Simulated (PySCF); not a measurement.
## Electron correlation in Sc⁺ (scandium, charge +1)

[Ar] 3d1 4s1, high-spin 3D determinant. All numbers are calculated (PySCF 2.14, the non-relativistic Hamiltonian (point nucleus), in dyall-av2z (16s12p7d2f, 101 functions)). Frozen: [Ar]; 2 electrons correlated; the 25 highest virtual orbitals of each spin left out.

With two correlated electrons CCSD is exact within the correlated space (frozen core and kept virtual orbitals).

```csv
level,correlation energy (mhartree)
CCSD,-3.58
```

Diagnostics: T1 = 0.012, D1 = 0.0230, largest double amplitude 0.016.

Cost of the coupled-cluster step: about 11 core-seconds, for 2 correlated electrons.

Iterations:

```
CC2 = 0
CCSD nocc = (np.int64(2), np.int64(0)), nmo = (67, 67)
frozen orbitals [[0, 1, 2, 3, 4, 5, 6, 7, 8, 76, 77, 78, 79, 80, 81, 82, 83, 84, 85, 86, 87, 88, 89, 90, 91, 92, 93, 94, 95, 96, 97, 98, 99, 100], [0, 1, 2, 3, 4, 5, 6, 7, 8, 76, 77, 78, 79, 80, 81, 82, 83, 84, 85, 86, 87, 88, 89, 90, 91, 92, 93, 94, 95, 96, 97, 98, 99, 100]]
max_cycle = 100
direct = 0
conv_tol = 1e-08
conv_tol_normt = 1e-06
diis_space = 8
diis_start_cycle = 0
Init t2, MP2 energy = -0.00247562847655988
Init E_corr(UCCSD) = -0.00247562847687211
cycle = 1  E_corr(UCCSD) = -0.00318783335068842  dE = -0.000712204874  norm(t1,t2) = 0.0121155
cycle = 2  E_corr(UCCSD) = -0.00341818546014209  dE = -0.000230352109  norm(t1,t2) = 0.00508725
cycle = 3  E_corr(UCCSD) = -0.0035599808799944  dE = -0.00014179542  norm(t1,t2) = 0.00288352
cycle = 4  E_corr(UCCSD) = -0.00356277590948267  dE = -2.79502949e-06  norm(t1,t2) = 0.00179084
cycle = 5  E_corr(UCCSD) = -0.00357722386482014  dE = -1.44479553e-05  norm(t1,t2) = 0.00123393
cycle = 6  E_corr(UCCSD) = -0.00357834523739705  dE = -1.12137258e-06  norm(t1,t2) = 0.000689515
cycle = 7  E_corr(UCCSD) = -0.00357982175139376  dE = -1.476514e-06  norm(t1,t2) = 0.000223721
cycle = 8  E_corr(UCCSD) = -0.00357926124861553  dE = 5.60502778e-07  norm(t1,t2) = 6.61693e-05
cycle = 9  E_corr(UCCSD) = -0.00357978892731284  dE = -5.27678697e-07  norm(t1,t2) = 2.14155e-05
cycle = 10  E_corr(UCCSD) = -0.00357964117970663  dE = 1.47747606e-07  norm(t1,t2) = 4.28512e-06
cycle = 11  E_corr(UCCSD) = -0.00357963077884027  dE = 1.04008664e-08  norm(t1,t2) = 1.20013e-06
cycle = 12  E_corr(UCCSD) = -0.0035796384902354  dE = -7.71139514e-09  norm(t1,t2) = 6.09501e-07
UCCSD converged
E(UCCSD) = -759.5374072503255  E_corr = -0.003579638490235404
```
